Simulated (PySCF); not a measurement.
Coordinates in bohr (charge 0 multiplicity 1):
```
Be    1.6336    0.0000    0.0000
Be   -1.6336    0.0000    0.0000
O     0.0000    2.2704    0.0000
O     0.0000   -2.2704    0.0000
```

All numbers come from PBE0 in PySCF with Be def2-TZVP, O def2-TZVP; no relativity; density-fitted integrals.

This geometry of Be₂O₂ is a stationary point at this level.

**Question.** What is the point group?

**Answer.** D2h.

**Question.** Is it a minimum?

**Answer.** Yes: all harmonic wavenumbers are real.

**Question.** What are the dipole moment and the gap between the highest occupied and lowest empty levels?

**Answer.** 0.00 D and 5.04 eV.

**Question.** Give the atomic charges and bond orders.

**Answer.** 
```csv
atom,Mulliken,Löwdin,polar tensor,Mayer order to Be1
Be1,0.33,0.19,0.98,–
Be2,0.33,0.19,0.98,0.34
"O3,4",-0.33,-0.19,-0.98,1.15
```
Other Mayer orders above 0.3: Be–O 1.15 (×2).

**Question.** Give the ideal-gas entropy at 298.15 K and 1 bar by parts.

**Answer.** translation 157.6, rotation 80.7, vibration 4.7, spin 0.0; total 243.1 J/(mol K).

This need not be the most stable arrangement of these atoms.
